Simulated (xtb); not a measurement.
Al(H)(Me)(SeH) (CH5AlSe), SMILES [CH3][AlH][SeH]. All values are semi-empirical tight-binding results from xtb (GFN2-xTB unless named), good for trends rather than for accurate numbers. Geometry optimised at GFN2-xTB. Other conformers were not sampled.

Optimised geometry:

```xyz
8

Al     0.0400    -0.4185     1.1432
H     -1.2247    -0.9671     1.8365
C      1.8108    -0.3433     2.0220
H      1.7977    -0.7969     3.0192
H      2.1718     0.6858     2.1444
H      2.5827    -0.8659     1.4421
Se    -0.4380     0.2800    -1.0189
H     -1.8187    -0.0763    -0.7943
```

For metal compounds this method's bond lengths and energies can be far off.

```
Property                                       Value
-------------------------------------  -------------
orbital gap                                  4.08 eV
zero-point energy                      29.2 kcal/mol
G − E(el) at 298.15 K (modified RRHO)   9.6 kcal/mol
```

Computed atomic charges and the Wiberg bond orders between heavy atoms:
charges (e) Al1 0.35, H2 -0.17, C3 -0.22, H4 0.06, H5 0.07, H6 0.07, Se7 -0.34, H8 0.18. Bond orders Al1–C3 1.08, Al1–Se7 1.17.
